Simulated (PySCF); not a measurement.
Geometry:
```json
{"atom": "C1", "x (Å)": "3.632", "y (Å)": "0.030", "z (Å)": "1.118"}
{"atom": "C2", "x (Å)": "2.390", "y (Å)": "-0.329", "z (Å)": "0.454"}
{"atom": "C3", "x (Å)": "1.357", "y (Å)": "-0.635", "z (Å)": "-0.107"}
{"atom": "C4", "x (Å)": "0.086", "y (Å)": "-0.980", "z (Å)": "-0.725"}
{"atom": "C5", "x (Å)": "-0.676", "y (Å)": "0.272", "z (Å)": "-1.231"}
{"atom": "Si6", "x (Å)": "-1.538", "y (Å)": "1.080", "z (Å)": "0.247"}
{"atom": "N7", "x (Å)": "-2.955", "y (Å)": "1.918", "z (Å)": "-0.237"}
{"atom": "O8", "x (Å)": "-1.798", "y (Å)": "-0.309", "z (Å)": "1.178"}
{"atom": "Si9", "x (Å)": "-1.058", "y (Å)": "-1.706", "z (Å)": "0.636"}
{"atom": "H10", "x (Å)": "3.552", "y (Å)": "-0.086", "z (Å)": "2.211"}
{"atom": "H11", "x (Å)": "4.464", "y (Å)": "-0.606", "z (Å)": "0.775"}
{"atom": "H12", "x (Å)": "3.907", "y (Å)": "1.077", "z (Å)": "0.912"}
{"atom": "H13", "x (Å)": "0.252", "y (Å)": "-1.705", "z (Å)": "-1.541"}
{"atom": "H14", "x (Å)": "-0.010", "y (Å)": "0.956", "z (Å)": "-1.780"}
{"atom": "H15", "x (Å)": "-1.467", "y (Å)": "-0.037", "z (Å)": "-1.938"}
{"atom": "H16", "x (Å)": "-0.736", "y (Å)": "2.047", "z (Å)": "1.043"}
{"atom": "H17", "x (Å)": "-3.652", "y (Å)": "1.470", "z (Å)": "-0.822"}
{"atom": "H18", "x (Å)": "-3.383", "y (Å)": "2.587", "z (Å)": "0.392"}
{"atom": "H19", "x (Å)": "-0.309", "y (Å)": "-2.390", "z (Å)": "1.725"}
{"atom": "H20", "x (Å)": "-2.071", "y (Å)": "-2.642", "z (Å)": "0.057"}
```

Geometry: PBE0-D3(BJ)/def2-SVP; GIAO absolute shieldings from PySCF 2.14, gas phase, non-relativistic, averaged over equivalent atoms.

At wB97X-D/pcSseg-1 (222 basis functions, 100 s wall time on 1 thread of an Arm Neoverse N1, shared host):
```json
{"atoms": "C3", "σ (ppm)": "97.4"}
{"atoms": "C2", "σ (ppm)": "101.8"}
{"atoms": "C5", "σ (ppm)": "166.9"}
{"atoms": "C4", "σ (ppm)": "171.0"}
{"atoms": "C1", "σ (ppm)": "179.8"}
{"atoms": "Si9", "σ (ppm)": "353.7"}
{"atoms": "Si6", "σ (ppm)": "357.2"}
{"atoms": "N7", "σ (ppm)": "233.1"}
{"atoms": "O8", "σ (ppm)": "266.0"}
{"atoms": "H20", "σ (ppm)": "26.48"}
{"atoms": "H19", "σ (ppm)": "26.51"}
{"atoms": "H16", "σ (ppm)": "26.53"}
{"atoms": "H13", "σ (ppm)": "29.49"}
{"atoms": "H10/H11/H12", "σ (ppm)": "29.60"}
{"atoms": "H14", "σ (ppm)": "30.26"}
{"atoms": "H17/H18", "σ (ppm)": "30.41"}
{"atoms": "H15", "σ (ppm)": "30.96"}
```

Q: What do these become at PBE0/pcSseg-1?

A: 
```
      atoms  σ at PBE0/pcSseg-1  change
         C3                97.7    +0.3
         C2               101.8    +0.0
         C5               166.2    -0.7
         C4               169.1    -1.9
         C1               179.5    -0.3
        Si9               353.7    +0.0
        Si6               356.3    -0.9
         N7               232.4    -0.7
         O8               261.6    -4.4
        H20               26.24   -0.24
        H19               26.31   -0.20
        H16               26.33   -0.20
        H13               29.20   -0.29
H10/H11/H12               29.42   -0.18
        H14               30.10   -0.16
    H17/H18               30.29   -0.12
        H15               30.80   -0.16
```

The largest change is at O8 (oxygen bonded to 2 Si, in a 5-membered ring). Cost: 222 basis functions, 80 s wall time on 1 thread of an Arm Neoverse N1, shared host. The order of the carbon signals is the same at both levels.
